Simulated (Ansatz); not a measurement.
```yaml
crystal:
  periodic: [false, false, false]
  atoms:
    - {symbol: C, position_ang: [-1.893298, 0.623939, -0.185524]}
    - {symbol: O, position_ang: [-0.836143, -0.275876, -0.406939]}
    - {symbol: C, position_ang: [0.359588, 0.081535, 0.225110]}
    - {symbol: O, position_ang: [0.946557, 1.244637, -0.309190]}
    - {symbol: Si, position_ang: [1.582524, -1.356726, -0.038781]}
    - {symbol: H, position_ang: [-2.798163, 0.170498, -0.589164]}
    - {symbol: H, position_ang: [-1.726737, 1.580469, -0.694241]}
    - {symbol: H, position_ang: [-2.036972, 0.807618, 0.889156]}
    - {symbol: H, position_ang: [0.160629, 0.233369, 1.301615]}
    - {symbol: h, position_ang: [0.572272, 2.021680, 0.114121]}
    - {symbol: H, position_ang: [0.982131, -2.610601, 0.484317]}
    - {symbol: H, position_ang: [1.876713, -1.493828, -1.485751]}
    - {symbol: H, position_ang: [2.831299, -1.061514, 0.709971]}
basis:
  gaussian: {orbitals: 6-31G}
hamiltonian: {xc: {name: revPBE}, dispersion: d3bjatm}
accuracy: high
```

```sh
$ ansatz run in.yaml --threads 4 --pin off --events-out ev --progress --plain --max-ram 10444MiB
```

Output, abridged:

```
Error: YAML parse error: error: line 13 column 16: `h` is not an element symbol (H … Og, case-exact)
11 |     - {symbol: H, position_ang: [-2.036972, 0.807618, 0.889156]}
12 |     - {symbol: H, position_ang: [0.160629, 0.233369, 1.301615]}
13 |     - {symbol: h, position_ang: [0.572272, 2.021680, 0.114121]}
14 |     - {symbol: H, position_ang: [0.982131, -2.610601, 0.484317]}
15 |     - {symbol: H, position_ang: [1.876713, -1.493828, -1.485751]}
```

Task: Something in this input is off. What?

Result: An element symbol is wrong. The program refused the input.
